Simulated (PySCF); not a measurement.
# Molecular orbitals of KF

CAM-B3LYP at R = 2.194 Å; K x2c-TZVPPall, F x2c-TZVPPall; spin-free X2C with a Gaussian nucleus (PySCF 2.14). State: ¹Σ⁺ (singlet), closed shell. Only the outer orbitals are listed, counted within each symmetry.

```json
{"orbital": "5σ", "occ.": "2", "ε (eV)": "-39.53", "on K (%)": "100", "main shells (%)": "100 K s"}
{"orbital": "6σ", "occ.": "2", "ε (eV)": "-27.74", "on K (%)": "4", "main shells (%)": "96 F s"}
{"orbital": "2π", "occ.": "2", "ε (eV)": "-21.75", "on K (%)": "100", "main shells (%)": "100 K p"}
{"orbital": "2π", "occ.": "2", "ε (eV)": "-21.75", "on K (%)": "100", "main shells (%)": "100 K p"}
{"orbital": "7σ", "occ.": "2", "ε (eV)": "-21.37", "on K (%)": "96", "main shells (%)": "96 K p"}
{"orbital": "8σ", "occ.": "2", "ε (eV)": "-7.89", "on K (%)": "5", "main shells (%)": "95 F p"}
{"orbital": "3π", "occ.": "2", "ε (eV)": "-7.87", "on K (%)": "4", "main shells (%)": "96 F p"}
{"orbital": "3π", "occ.": "2", "ε (eV)": "-7.87", "on K (%)": "4", "main shells (%)": "96 F p"}
{"orbital": "9σ", "occ.": "0", "ε (eV)": "-0.70", "on K (%)": "100", "main shells (%)": "84 K s, 16 K p"}
{"orbital": "4π", "occ.": "0", "ε (eV)": "1.11", "on K (%)": "100", "main shells (%)": "87 K p, 12 K d"}
{"orbital": "4π", "occ.": "0", "ε (eV)": "1.11", "on K (%)": "100", "main shells (%)": "87 K p, 12 K d"}
```

Which are the highest filled and the lowest empty level, where do they sit, and how wide is the gap?

Highest filled 3π at -7.87 eV (in %: 96 F p); lowest empty 9σ at -0.70 eV (in %: 84 K s, 16 K p); the gap at CAM-B3LYP is 7.17 eV.

- bond order (Mayer): 0.47
- ⟨S²⟩: 0.000
- charge on K (Mulliken, basis-dependent): 0.75
- charge on K (Löwdin, basis-dependent): 0.62
- dipole moment (positive dipole means K(−)F(+)): -8.62 D
- polarisability along the bond: 17.7 bohr³
- polarisability across the bond: 13.1 bohr³
